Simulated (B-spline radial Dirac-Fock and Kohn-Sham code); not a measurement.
## Core and valence levels of Co²⁺

System: Co²⁺ in the configuration [Ar] 3d7; nuclear rms radius 3.7875 fm (A = 59).

The run's input, task.json:

```json
{"items": [{
  "Z": 27,
  "q": 2,
  "cfg": [[1, 0, 2], [2, 0, 2], [2, 1, 6], [3, 0, 2], [3, 1, 6], [3, 2, 7]],
  "A": 59,
  "rrms": 3.7875,
  "do": ["binding"]
}]}
```

Launch: `python xray_run.py task.json out`

The computed values come from a radial atomic solver: Dirac-Fock energy differences between relaxed states, corrected for Breit and QED terms. Correlation and solid-state effects are left out. Energies are counted from the vacuum level.

All terms are in eV, carry their sign (relaxation lowers the binding energy) and add up to the binding energy; ⟨r⟩ is the mean radius of the orbital in the initial state.

| subshell | −ε (Koopmans) | relaxation | Gaunt | retardation | QED | binding energy | ⟨r⟩ (bohr) |
| --- | --- | --- | --- | --- | --- | --- | --- |
| 1s | 7799.7 | -43.00 | -9.33 | 0.58 | -4.09 | 7743.8 | 0.056 |
| 2s | 984.5 | -19.97 | -0.60 | 0.01 | -0.41 | 963.6 | 0.254 |
| 2p1/2 | 852.2 | -21.66 | -1.13 | 0.12 | 0.05 | 829.6 | 0.222 |
| 2p3/2 | 837.1 | -21.42 | -0.78 | 0.12 | 0.02 | 815.1 | 0.225 |
| 3s | 144.8 | -4.69 | -0.06 | 0.00 | -0.06 | 140.0 | 0.775 |
| 3p1/2 | 102.9 | -4.33 | -0.12 | 0.01 | 0.01 | 98.44 | 0.812 |
| 3p3/2 | 100.9 | -4.22 | -0.07 | 0.01 | 0.00 | 96.62 | 0.821 |
| 3d | 36.30 | -3.17 | 0.01 | 0.00 | 0.00 | 33.13 | 1.004 |

For the deepest level, K (1s), the Breit terms make up -0.113 % of the binding energy, QED -0.053 % and orbital relaxation -0.555 %.

Spin-orbit splittings: 2p 14.48 eV, 3p 1.82 eV.

Going to the tabulated ground configuration of the next ion removes an electron from M4,5 (3d), computed at 33.13 eV. NIST lists 33.5 ± 0.06 eV as the ionisation energy of this species (semi-empirical), +0.37 eV from the computed value. Where a p, d or f shell is open in either ion the computed value averages over both j values and all terms, while the table refers to the lowest levels; that difference holds spin-orbit splitting (largest in heavy or highly charged ions), term energies where several electrons share open shells, and correlation, and it can reach 10 % or more.
